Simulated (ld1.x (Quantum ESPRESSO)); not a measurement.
# Reading a pseudo-wave (Li)

Columns: radius, all-electron u(r) and pseudo u(r) of the 2p shell (level -1.09 eV) of lithium in the configuration 1s2 2s1 2p0; PBE, scalar-relativistic, ultrasoft scheme, ld1.x (Quantum ESPRESSO) 7.5.

```json
{"r (bohr)": "0.233", "all-electron": "0.0185", "pseudo": "0.0056"}
{"r (bohr)": "0.465", "all-electron": "0.0562", "pseudo": "0.0218"}
{"r (bohr)": "0.698", "all-electron": "0.1000", "pseudo": "0.0478"}
{"r (bohr)": "0.930", "all-electron": "0.1443", "pseudo": "0.0819"}
{"r (bohr)": "1.162", "all-electron": "0.1870", "pseudo": "0.1221"}
{"r (bohr)": "1.395", "all-electron": "0.2269", "pseudo": "0.1663"}
{"r (bohr)": "1.628", "all-electron": "0.2630", "pseudo": "0.2120"}
{"r (bohr)": "1.860", "all-electron": "0.2957", "pseudo": "0.2567"}
{"r (bohr)": "2.093", "all-electron": "0.3265", "pseudo": "0.2988"}
{"r (bohr)": "2.325", "all-electron": "0.3538", "pseudo": "0.3361"}
{"r (bohr)": "2.558", "all-electron": "0.3773", "pseudo": "0.3679"}
{"r (bohr)": "2.790", "all-electron": "0.3965", "pseudo": "0.3932"}
{"r (bohr)": "3.023", "all-electron": "0.4116", "pseudo": "0.4121"}
{"r (bohr)": "3.255", "all-electron": "0.4225", "pseudo": "0.4248"}
{"r (bohr)": "3.488", "all-electron": "0.4295", "pseudo": "0.4321"}
{"r (bohr)": "3.720", "all-electron": "0.4328", "pseudo": "0.4348"}
{"r (bohr)": "3.953", "all-electron": "0.4328", "pseudo": "0.4340"}
{"r (bohr)": "4.185", "all-electron": "0.4300", "pseudo": "0.4304"}
{"r (bohr)": "4.418", "all-electron": "0.4246", "pseudo": "0.4247"}
{"r (bohr)": "4.650", "all-electron": "0.4173", "pseudo": "0.4173"}
{"r (bohr)": "4.883", "all-electron": "0.4082", "pseudo": "0.4082"}
{"r (bohr)": "5.115", "all-electron": "0.3979", "pseudo": "0.3979"}
{"r (bohr)": "5.348", "all-electron": "0.3865", "pseudo": "0.3865"}
{"r (bohr)": "5.580", "all-electron": "0.3745", "pseudo": "0.3745"}
{"r (bohr)": "5.813", "all-electron": "0.3619", "pseudo": "0.3619"}
{"r (bohr)": "6.045", "all-electron": "0.3490", "pseudo": "0.3490"}
```

Q: How many radial nodes do the two functions have?

A: The all-electron 2p function has n − l − 1 = 0; the pseudo-wave has 0.

Q: At about which radius was the pseudo-wave matched?

A: 4.65 bohr. The columns agree to 0.0005 from 4.18 bohr on; several derivatives are matched, so the curves merge somewhat inside the radius.

Q: Is the pseudo-wave norm-conserving?

A: No, it belongs to an ultrasoft set: the norm inside the radius is not constrained, and the difference is carried by the augmentation charge.
